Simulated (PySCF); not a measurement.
## LiHg: from constants to spectrum

r²SCAN constants of LiHg, ²Σ⁺ (doublet), unpaired electrons σ ↑ (PySCF, scalar-relativistic core potentials, basis sets Li def2-TZVP, Hg def2-TZVP with ECP60; masses 7.0160 and 201.9706 u):

* ωe: 155.9 cm⁻¹
* ωexe: 4.22 cm⁻¹
* Be: 0.2837 cm⁻¹
* αe: 0.00910 cm⁻¹
* De to Li + Hg: 0.190 eV

(1) What force constant and bond length do these constants imply?

(2) Estimate the centrifugal constant D from the Kratzer relation and find the Dunham coefficient a1.

The bond is weak. Basis-set superposition, not corrected here, can be much of De in a small basis, most of all at correlated wavefunction levels. Functionals without a dispersion term scatter widely for such bonds, and LDA overbinds them. Spin–orbit coupling is left out. The state was picked by a PBE0 search and need not be the measured ground state.

Results:

(1) Reduced mass μred = 6.7805 u; k = 5.8918×10⁻⁷·μred·ωe² (u, cm⁻¹, mdyn/Å) = 0.0971 mdyn/Å; Re = √(16.8576/(μred·Be)) (u, cm⁻¹, Å) = 2.960 Å.

(2) D = 4Be³/ωe² = 3.76e-06 cm⁻¹; a1 = −1 − αeωe/(6Be²) = -3.94.
